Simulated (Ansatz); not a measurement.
System: CH$_{3}$ClGa, charge 0, doublet. CH3ClGa (SMILES [CH3][Ga][Cl], doublet).
B3LYP-D3(BJ)/def2-TZVP minimum from Ansatz (an electronic-structure program):
```
C
H 1 1.0866
H 1 1.0904 2 111.02
H 1 1.0904 2 111.02 3 122.64
Ga 1 2.0313 2 111.41 3 -118.68
Cl 5 2.2095 1 113.49 2 -180.00
```
Charge 0, spin multiplicity 2.

Wanted: atomisation energy (electronic, to ground-state atoms), in kcal/mol. Radicals and triplets start from unrestricted determinants; spin-orbit coupling is neglected. Correlated methods leave the cores frozen (noble-gas shells, and filled d and f shells in the p block). No relativity. CBS(X,Y): correlation extrapolated as X^-3, Hartree-Fock from the larger set. A bracket is a step between two methods taken in the basis named. Double hybrids freeze cores in their MP2 part. For partners of very few electrons the exact lower level stands in for a higher one. The spin of CH3ClGa ([CH3][Ga][Cl], doublet) was assumed, and the state is the lowest solution found for it.

CCSD(T)/CBS(def2-TZVPP,def2-QZVPP) + [CCSDT(Q) - CCSD(T)]/def2-SVP (Ansatz) gives 445.8 kcal/mol.

### Question
How far off this value is PBE/def2-TZVPD (Ansatz), in which direction, and how far these levels: r2SCAN/def2-TZVPD, PBE0/def2-TZVPD, B2PLYP/def2-TZVPD, CCSD(T)/CBS(def2-TZVPP,def2-QZVPP)?

### Answer
PBE gives 449.3 kcal/mol, 3.5 kcal/mol above it. Differences of the others: r2SCAN/def2-TZVPD (Ansatz) 4.3; PBE0/def2-TZVPD (Ansatz) -0.7; B2PLYP/def2-TZVPD (Ansatz) -8.3; CCSD(T)/CBS(def2-TZVPP,def2-QZVPP) (Ansatz) -0.4 kcal/mol.
